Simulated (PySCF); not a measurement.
C₃H₁₁SSi₂ (doublet state).
Geometry (GFN2-xTB, Å), atoms numbered from 1 in this order:
```xyz
17
C3H11SSi2 angstrom
C     -3.5414   -0.2280   -0.4478
C     -2.2903    0.0985    0.3569
Si    -0.7037   -0.1747   -0.6374
S      0.9205    0.2114    0.7068
Si     2.6673   -0.1294   -0.5279
C      4.1860    0.0899    0.5832
H     -4.4392   -0.0536    0.1431
H     -3.5970    0.3901   -1.3412
H     -3.5369   -1.2702   -0.7595
H     -2.2704   -0.5158    1.2593
H     -2.3394    1.1356    0.6957
H     -0.5610   -1.5470   -1.1181
H     -0.5955    0.7534   -1.7620
H      2.6084    0.8344   -1.6270
H      4.2149    1.0967    0.9953
H      4.1692   -0.6063    1.4167
H      5.1013   -0.0729    0.0230
```

The hyperfine couplings belong to this conformer and change with its torsions.

As a line formula: `CC[SiH2]S[SiH]C` [radical].

Computed, not measured: UKS B3LYP, pcH-1 on C H S Si, non-relativistic, mean-field spin-orbit, GIAO in PySCF. The structure is a single GFN2-xTB conformer in the gas phase; no vibrational or solvent corrections. A GFN2-xTB geometry isn't a minimum of the functional, and hyperfine couplings can be far from their values at a DFT geometry, by a factor of two or more for some ions and for spin on atoms past the first row. No stability test was run, so a lower SCF solution isn't excluded.

Problem. Predict the first-order ENDOR lines of H14, H15/H16/H17, H12/H13 and H10/H11 under fast tumbling at B = 341.5 mT (X band).

Solution. ν± = |νn ± a/2|, one line for each electron-spin manifold; νn = |g_N| × 7.62259 MHz/T × B.

| nuclei | isotope | g_N | νn (MHz) | a_iso (MHz) | lower line (MHz) | upper line (MHz) |
| --- | --- | --- | --- | --- | --- | --- |
| H14 | 1H | 5.5857 | 14.54 | 104.29 | 37.60 | 66.69 |
| H15/H16/H17 | 1H | 5.5857 | 14.54 | 18.62 | 5.23 | 23.85 |
| H12/H13 | 1H | 5.5857 | 14.54 | 0.81 | 14.13 | 14.95 |
| H10/H11 | 1H | 5.5857 | 14.54 | 0.57 | 14.25 | 14.83 |

Problem. Which pairs are centred on the nuclear Larmor frequency, and which on half the coupling?

Solution. Centred on νn, since |a| < 2νn: H15/H16/H17, H12/H13 and H10/H11. Centred on |a|/2 and split by 2νn: H14.

Problem. At what field would the lower line of H14 fall to zero frequency?

Solution. Where νn = |a|/2, that is B = 52.15 MHz/(5.5857 × 7.62259 MHz/T) = 1220 mT, as far as first order holds there.

Class means assume fast exchange of nuclei equivalent by connectivity; if that motion is slow, each nucleus keeps its own coupling. The three 1H nuclei of mean +18.6 MHz run from -0.2 to 54.6 MHz in the frozen geometry.

Largest spin populations (Mulliken): Si5 (+0.83) and S4 (+0.10). No atom but Si5 exceeds +0.15. The angles at Si5 add up to 327.4°, so it is pyramidal.
